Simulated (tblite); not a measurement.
Compound: C₅H₈F₃ (doublet state).
Numbering: `[CH2:1][C@@H:2]([CH2:3][F:4])[C@@H:5]([F:6])[CH2:7][F:8]` (hydrogens: H9, H10 on C1; H11 on C2; H12, H13 on C3; H14 on C5; H15, H16 on C7)

Computed with GFN2-xTB (tblite), gas phase: L-BFGS steps from a force-field or distance-geometry start until the largest atomic force falls under 0.01 eV/Å.

The end geometry, which sets the zero of energy:
```
atom  x, y, z in Å
C1     -0.5927   -1.6520    0.2192
C2     -0.5892   -0.3899   -0.5413
C3     -1.5094    0.6657    0.0766
F4     -1.2100    0.8762    1.4008
C5      0.8519    0.1504   -0.7260
F6      0.8030    1.2217   -1.5946
C7      1.5025    0.5736    0.5868
F8      2.8637    0.4340    0.5046
H9      0.0544   -2.4543   -0.0736
H10    -1.2051   -1.7644    1.0903
H11    -0.9576   -0.5580   -1.5679
H12    -2.5511    0.3330    0.0421
H13    -1.4032    1.6286   -0.4315
H14     1.4780   -0.6084   -1.2110
H15     1.1616   -0.0704    1.4026
H16     1.2955    1.6232    0.8116
```

**Question.** These geometries come from the run, each turned onto the end geometry. Order them by energy, lowest first.
A.
```
atom  x, y, z in Å
C1     -0.6685   -1.6914    0.1834
C2     -0.5820   -0.3782   -0.5682
C3     -1.4926    0.6776    0.0404
F4     -1.1633    0.9198    1.3263
C5      0.8701    0.1144   -0.6612
F6      0.8709    1.1597   -1.5582
C7      1.5095    0.5928    0.6266
F8      2.8565    0.7480    0.4321
H9     -0.4127   -2.6212   -0.3105
H10    -0.8841   -1.7063    1.2553
H11    -0.9368   -0.5679   -1.5821
H12    -2.5502    0.3504    0.0237
H13    -1.4340    1.6301   -0.4954
H14     1.5068   -0.6620   -1.1170
H15     1.3821   -0.1231    1.4439
H16     1.1207    1.5662    0.9496
```
B.
```
atom  x, y, z in Å
C1     -0.6017   -1.6599    0.2196
C2     -0.5944   -0.4003   -0.5441
C3     -1.5044    0.6711    0.0625
F4     -1.2635    0.8376    1.4044
C5      0.8537    0.1413   -0.7204
F6      0.8076    1.2080   -1.5948
C7      1.4879    0.5773    0.5962
F8      2.8545    0.5177    0.5027
H9     -0.1306   -2.5295   -0.1928
H10    -0.9768   -1.6904    1.2229
H11    -0.9516   -0.5770   -1.5698
H12    -2.5545    0.3806   -0.0324
H13    -1.3413    1.6409   -0.4172
H14     1.4888   -0.6187   -1.1933
H15     1.1907   -0.0997    1.4029
H16     1.2279    1.6102    0.8423
```
C.
```
atom  x, y, z in Å
C1     -0.6163   -1.6598    0.2165
C2     -0.5735   -0.3997   -0.5466
C3     -1.4908    0.6702    0.0576
F4     -1.2289    0.8783    1.3902
C5      0.8786    0.1360   -0.7129
F6      0.8428    1.1833   -1.6087
C7      1.4907    0.5874    0.6058
F8      2.8545    0.6585    0.5017
H9     -0.3459   -2.5853   -0.2515
H10    -0.9096   -1.6706    1.2478
H11    -0.9314   -0.5676   -1.5734
H12    -2.5322    0.3415   -0.0017
H13    -1.3679    1.6347   -0.4440
H14     1.5120   -0.6325   -1.1696
H15     1.2692   -0.1459    1.3852
H16     1.1409    1.5804    0.8923
```
D.
```
atom  x, y, z in Å
C1     -0.6659   -1.6840    0.1866
C2     -0.5919   -0.4089   -0.5524
C3     -1.5031    0.6772    0.0340
F4     -1.1650    0.9230    1.3432
C5      0.8735    0.1149   -0.6703
F6      0.8710    1.1651   -1.5638
C7      1.5091    0.5954    0.6335
F8      2.8581    0.7457    0.4329
H9     -0.4157   -2.6072   -0.3048
H10    -0.8813   -1.7036    1.2374
H11    -0.9321   -0.5647   -1.5864
H12    -2.5448    0.3483    0.0264
H13    -1.4277    1.6314   -0.4980
H14     1.5060   -0.6622   -1.1158
H15     1.3808   -0.1282    1.4412
H16     1.1214    1.5670    0.9451
```
E.
```
atom  x, y, z in Å
C1     -0.6064   -1.6546    0.2212
C2     -0.5834   -0.4047   -0.5555
C3     -1.4906    0.6648    0.0589
F4     -1.2348    0.8254    1.3989
C5      0.8642    0.1396   -0.7222
F6      0.8216    1.2056   -1.5965
C7      1.4793    0.5793    0.5996
F8      2.8461    0.5838    0.5074
H9     -0.2455   -2.5663   -0.2083
H10    -0.9222   -1.6464    1.2445
H11    -0.9365   -0.5815   -1.5812
H12    -2.5415    0.3740   -0.0232
H13    -1.3369    1.6378   -0.4153
H14     1.4998   -0.6190   -1.1936
H15     1.2091   -0.1228    1.3933
H16     1.1701    1.5940    0.8608
```

**Answer.** B (0.005 eV), E (0.010 eV), C (0.017 eV), D (0.048 eV), A (0.113 eV).

In the order of the answer:

```tsv
step	E above end (eV)	largest force (eV/Å)	rms force component (eV/Å)	rms distance from end (Å)	rms bond change (Å)	bond most changed (Å)
42	0.005	0.03	0.013	0.101	0.002	C2–C5 +0.006
29	0.010	0.05	0.017	0.138	0.002	C2–C5 +0.005
19	0.017	0.10	0.031	0.167	0.002	C2–C5 +0.007
2	0.048	0.19	0.065	0.207	0.004	C2–C5 +0.011
0	0.113	1.67	0.357	0.210	0.016	C1–C2 +0.042
```

The cost below is that of the whole relaxation. The run took 0.3 s of wall time on one thread of an Arm Neoverse V2, no GPU, shared host.
